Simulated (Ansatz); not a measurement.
Species: C8H10SSi, SMILES `C=Cc1cc(S)ccc1[SiH3]` (C–C–C–C torsion -23°, C–C–S–H torsion 2°) (charge 0, multiplicity 1), formula C8H10SSi.

How many basis functions does frozen-core CCSD(T)/cc-pVDZ // B3LYP-D3(BJ)/def2-SVP (Ansatz, a first-principles code) use, how many core orbitals are frozen, and how many electrons are correlated?

198 basis functions and 18 frozen orbitals, which leaves 52 correlated electrons. Core time is of the order of minutes.
